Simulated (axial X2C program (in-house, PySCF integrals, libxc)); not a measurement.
# NaBr⁻: a run with one poor setting

Calculated with an axial X2C code built on PySCF integrals. Two-component (2c) means X2C with spin–orbit coupling and atomic mean-field two-electron Coulomb and Gaunt terms. Basis: Br dyall-av3z [9s10p7d2f], Na dyall-av3z [10s9p5d2f] (cores contracted in-house); Gaussian nuclei, density fitting, unrestricted open shells. Masses: Br 78.918 u, Na 22.990 u.

One setting of this run was spoiled on purpose, so its numbers are not properties of NaBr⁻. Level: TPSSh, two-component; state Ω = 5/2 (⟨Sz⟩ = 0.50, ⟨Lz⟩ = 2.00 at TPSSh).

```csv
R (Å),E − E(lowest point) (eV),SCF iterations
2.325,0.1643,10
2.432,0.0384,9
2.513,0.0005,9
2.593,0.0000,9
2.673,0.0252,8
2.767,0.0788,9
2.860,0.1513,9
2.980,0.2597,9
3.127,0.4066,10
3.341,0.6247,11
```

Fit: Re 2.555 Å, ωe 270.5 cm⁻¹, residual 8.9 microhartree, De -1.12 eV.

PBE0 search, energies from the determinant that was followed:

```json
{"ΔE (eV)": "0.00", "state": "Ω = 5/2", "electrons beyond evenly filled partner blocks": "ω = 5/2", "electrons in ±ω = 1/2, 3/2, 5/2, 7/2": "32 12 3 0"}
{"ΔE (eV)": "1.94", "state": "Ω = 3/2", "electrons beyond evenly filled partner blocks": "ω = 3/2", "electrons in ±ω = 1/2, 3/2, 5/2, 7/2": "34 11 2 0"}
{"ΔE (eV)": "2.29", "state": "Ω = 5/2", "electrons beyond evenly filled partner blocks": "2 × ω = 1/2, ω = 3/2", "electrons in ±ω = 1/2, 3/2, 5/2, 7/2": "34 11 2 0"}
{"ΔE (eV)": "2.31", "state": "Ω = 1/2", "electrons beyond evenly filled partner blocks": "2 × ω = -1/2, ω = 3/2", "electrons in ±ω = 1/2, 3/2, 5/2, 7/2": "34 11 2 0"}
{"ΔE (eV)": "2.34", "state": "Ω = 7/2", "electrons beyond evenly filled partner blocks": "ω = 1/2, 2 × ω = 3/2", "electrons in ±ω = 1/2, 3/2, 5/2, 7/2": "33 12 2 0"}
{"ΔE (eV)": "2.51", "state": "Ω = 3/2", "electrons beyond evenly filled partner blocks": "3 × ω = 1/2", "electrons in ±ω = 1/2, 3/2, 5/2, 7/2": "33 12 2 0"}
{"ΔE (eV)": "2.57", "state": "Ω = 5/2", "electrons beyond evenly filled partner blocks": "2 × ω = 1/2, ω = 3/2", "electrons in ±ω = 1/2, 3/2, 5/2, 7/2": "32 13 2 0"}
```

Which setting was spoiled?
A. virtual space cut too low
B. an excited determinant was followed
C. integration grid too coarse
D. too few iterations allowed
E. density fitting set too sparse

B. An excited determinant was followed: a lower determinant stands in the search.
